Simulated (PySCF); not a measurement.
**Working with the constants of InS**

UHF-CCSD(T) constants of InS, ²Σ⁺ (doublet), unpaired electrons σ ↑ (In def2-SVP with ECP28, S def2-SVP; scalar-relativistic core potentials (PySCF 2.14); masses 114.9039 and 31.9721 u):

- ωe: 378.9 cm⁻¹
- ωexe: 1.59 cm⁻¹
- Be: 0.12708 cm⁻¹
- αe: 0.000684 cm⁻¹
- D (centrifugal): 5.72e-08 cm⁻¹
- De to In + S: 2.68 eV

Task: Give the vibrational terms G(v) and spacings up to v = 6.

Result: G(v) = ωe(v+½) − ωexe(v+½)².

```json
{"v": "0", "G(v) (cm⁻¹)": "189", "G(v) − G(v−1)": "", "Bv (cm⁻¹)": "0.1267"}
{"v": "1", "G(v) (cm⁻¹)": "565", "G(v) − G(v−1)": "376", "Bv (cm⁻¹)": "0.1261"}
{"v": "2", "G(v) (cm⁻¹)": "937", "G(v) − G(v−1)": "373", "Bv (cm⁻¹)": "0.1254"}
{"v": "3", "G(v) (cm⁻¹)": "1307", "G(v) − G(v−1)": "369", "Bv (cm⁻¹)": "0.1247"}
{"v": "4", "G(v) (cm⁻¹)": "1673", "G(v) − G(v−1)": "366", "Bv (cm⁻¹)": "0.1240"}
{"v": "5", "G(v) (cm⁻¹)": "2036", "G(v) − G(v−1)": "363", "Bv (cm⁻¹)": "0.1233"}
{"v": "6", "G(v) (cm⁻¹)": "2396", "G(v) − G(v−1)": "360", "Bv (cm⁻¹)": "0.1226"}
```

Task: How well does the Morse estimate ωe²/(4ωexe) reproduce De, and what is D0?

Result: It gives 2.80 eV, 104 % of the computed De. D0 = De − G(0) = 2.68 − 0.02 = 2.66 eV.

Correlated steps freeze 9 core orbitals. Correlated levels converge slowly with the basis: in double zeta they bind strong bonds too weakly, by up to about 1 eV, and carry superposition errors of some tenths. Spin–orbit coupling is left out, which matters for elements this heavy, above all for dissociation energies. The state is the lowest determinant that a PBE0 search found; another state may lie lower at other levels.
